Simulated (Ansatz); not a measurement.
The inner images of a band of BrH + F6Mo (9 atoms, charge 0, multiplicity 1) are given out of order.

Theory: RKS PBE/def2-SVP (Ansatz 0.2.0).

First end point:

```xyz
9
Properties=species:S:1:pos:R:3
Mo -0.184 -0.184 -0.240
F 0.068 0.084 1.578
F 1.640 -0.192 -0.484
F -0.218 1.638 -0.496
F -2.008 -0.180 0.023
F -0.154 -2.006 0.035
F -0.437 -0.452 -2.043
Br 2.472 2.536 2.274
H 1.496 1.543 2.627
```

Last end point:

```xyz
9
Properties=species:S:1:pos:R:3
Mo 0.478 0.143 -0.423
F -0.089 0.902 3.302
F 1.750 -0.115 -1.733
F 0.098 1.824 -1.089
F -0.906 0.356 0.834
F 0.760 -1.567 0.215
F -0.801 -0.548 -1.577
Br 2.080 1.061 1.142
H -0.694 0.733 2.602
```

Problem. Put them in order from the first end to the last, with their energies above the first end.
A.
```xyz
9
Properties=species:S:1:pos:R:3
Mo -0.186 -0.053 -0.192
F -0.261 0.465 1.595
F 1.623 0.098 -0.486
F -0.367 1.754 -0.505
F -1.971 -0.496 -0.083
F 0.235 -1.741 0.416
F -0.389 -0.371 -1.993
Br 2.686 1.673 2.087
H 1.306 1.458 2.436
```
B.
```xyz
9
Properties=species:S:1:pos:R:3
Mo 0.243 0.135 -0.145
F -0.378 0.509 2.125
F 1.723 -0.534 -1.037
F -0.446 1.846 0.036
F -1.488 -0.494 -0.050
F 0.557 -1.394 0.849
F -0.189 0.441 -1.916
Br 2.188 1.313 1.121
H 0.465 0.965 2.292
```
C.
```xyz
9
Properties=species:S:1:pos:R:3
Mo 0.328 0.110 -0.306
F -0.568 0.721 2.594
F 1.776 -0.162 -1.429
F -0.204 1.875 -0.306
F -1.348 -0.335 0.302
F 0.752 -1.516 0.451
F -0.492 -0.021 -1.964
Br 2.132 1.052 1.201
H 0.299 1.064 2.731
```
D.
```xyz
9
Properties=species:S:1:pos:R:3
Mo 0.413 0.069 -0.472
F -0.722 0.927 3.225
F 1.813 0.118 -1.678
F -0.036 1.811 -0.889
F -1.032 -0.029 0.658
F 0.833 -1.681 -0.058
F -0.667 -0.516 -1.857
Br 1.927 0.869 1.305
H 0.148 1.219 3.041
```
E.
```xyz
9
Properties=species:S:1:pos:R:3
Mo -0.034 0.043 -0.104
F -0.577 0.552 1.648
F 1.620 -0.223 -0.889
F -0.026 1.880 -0.250
F -1.698 -0.737 -0.093
F 0.512 -1.475 0.804
F -0.493 0.133 -1.900
Br 2.337 1.347 1.709
H 1.036 1.268 2.349
```

Solution. A (+0.14 eV), E (+0.65 eV), B (+0.77 eV), C (+0.88 eV), D (+0.59 eV).

Time of the run: 5.3 min on 4 threads of Arm Neoverse V2 (shared host), peak memory 0.27 GiB.
